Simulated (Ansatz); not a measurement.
Reactions of `FC[SiH2][SnH2][F]`.

Gas-phase electronic energies from Ansatz, PBE0-D4/def2-TZVP geometries. CCSD(T)/CBS is the MP2 limit (def2-TZVPP, def2-QZVPP) plus CCSD(T) − MP2 in def2-TZVPP, frozen cores. This one scheme is used for every species. DFT in def2-TZVPP. def2 core potentials past Kr. For Br, I, Sn outer-core shells are correlated without core-valence functions, which leaves a few kJ/mol of doubt a bond. Scalar relativity is left out up to krypton. Each species was taken in one conformer, which may not be the lowest.

```csv
reaction,CCSD/CBS(def2) (kcal/mol),ωB97M-V (kcal/mol),PBE-D4 (kcal/mol),ωB97X-V (kcal/mol),CCSD(T)/CBS(def2) (kcal/mol)
`FC[SiH2][SnH2][F]` + HI → `FC[SiH2]I` + `[F][SnH3]`,-14.7,-14.9,-12.3,-14.6,-14.5
`FC[SiH2][SnH2][F]` → `F[SiH2][CH](F)[SnH3]`,-6.6,-7.0,-2.5,-5.6,-6.6
`FC[SiH2][SnH2][F]` + H₂ → `FC[SiH2][SnH3]` + H–F,6.7,7.6,8.2,8.5,7.2
`FC[SiH2][SnH2][F]` + `[OH][AlH][SiH3]` → `FC[SiH2][SnH3]` + `[OH][Al]([F])[SiH3]`,-35.0,-34.7,-32.6,-33.4,-34.8
`FC[SiH2][SnH2][F]` + CH₃OH → `CO[SiH2]CF` + `[F][SnH3]`,-16.4,-17.5,-11.9,-17.3,-15.8
`FC[SiH2][SnH2][F]` + `[F][SnH3]` → `[F][SnH2][F]` + `FC[SiH2][SnH3]`,-2.5,-2.3,-2.2,-2.1,-2.7
`FC[SiH2][SnH2][F]` + HI → `[F][SnH2][I]` + `FC[SiH3]`,-22.3,-20.8,-18.4,-20.8,-22.0
`FC[SiH2][SnH2][F]` + `C=C[CH2][SnH3]` → `FC[SiH2][SnH3]` + `C=C[CH2][SnH2][F]`,-3.0,-2.8,-2.4,-2.7,-3.0
`FC[SiH2][SnH2][F]` + HBr → `[F][SnH2][Br]` + `FC[SiH3]`,-20.4,-19.7,-16.6,-19.8,-19.9
`FC[SiH2][SnH2][F]` + CH₃OH → `C[O][SnH2][F]` + `FC[SiH3]`,-0.8,-0.3,2.5,-1.0,-1.0
```

Largest T1 diagnostic: 0.014, for `[F][SnH2][F]`.
